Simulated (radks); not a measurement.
The arsenic ion As4+, [Ar] 3d10 4s1. Calculated with a radial shooting solver on a logarithmic mesh with Libxc functionals: non-relativistic Kohn-Sham, LDA (Slater exchange, Perdew-Wang correlation), spin-polarised, spherical densities, point nucleus. Every spin shell is full or empty, so the densities are truly spherical. Functionals are evaluated on that one density, not self-consistently. Rank these exchange functionals by their error against the exact value of the orbitals, and give that value: LDA, B88, revPBE, RPBE, AM05, SOGGA, B86b, G96, EV93, revTPSS, SCAN.

Answer. Exact: -80.1222 hartree. From best to worst, with 100 (|E| - |E exact|)/|E exact| (equal figures are ties): RPBE -0.03, revPBE -0.11, B86b +0.17, B88 +0.17, EV93 +0.23, SCAN +0.30, G96 +0.42, revTPSS -0.69, SOGGA -2.54, AM05 -5.17, LDA -5.69.
